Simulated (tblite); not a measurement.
Species: C7H4N2.
Numbering: `[CH3:1][C:2]#[C:3]/[C:4]([C:5]#[N:6])=[CH:7]\[C:8]#[N:9]` (hydrogens: H10, H11, H12 on C1; H13 on C7)

The geometry is computed with GFN2-xTB (gas phase).

Task: What internal coordinates does the optimisation give?

Result: 
```
                  bond  length (Å)   order
                 C1–C2       1.438  single
                 C2≡C3       1.205  triple
                 C3–C4       1.409  single
                 C4–C5       1.419  single
                 C5≡N6       1.145  triple
                 C4=C7       1.355  double
                 C7–C8       1.401  single
                 C8≡N9       1.148  triple
C1–H10, C1–H11, C1–H12       1.090  single
                C7–H13       1.082  single
```

Bonds in one row agree within 0.01 Å and their mean is given. Orders are formal, as drawn. A selection of angles:
```
   angle  degrees
C1–C2–C3    179.2
C2–C3–C4    179.1
C3–C4–C5    115.8
C3–C4–C7    123.9
C5–C4–C7    120.3
C4–C5–N6    179.8
C4–C7–C8    121.8
C7–C8–N9    179.7
```

Torsions: C3–C4–C7–C8 0° (synperiplanar).

The 6 C–C bonds span 1.205 Å (C2≡C3, drawn triple) to 1.438 Å (C1–C2, drawn single), a spread of 0.233 Å. The 9 heavy atoms lie in one plane (0.001 Å rms).

Point group: Cs (every atom within 0.08 Å of its image). Its lowest GFN2-xTB frequency is 18i cm⁻¹, too small to tell a flat minimum from a shallow saddle.

Time: 0.22 s. Hardware: one thread, Arm Neoverse V2 (aarch64), shared host with 96 logical CPUs at a one-minute load of 48. This is the geometry optimisation.
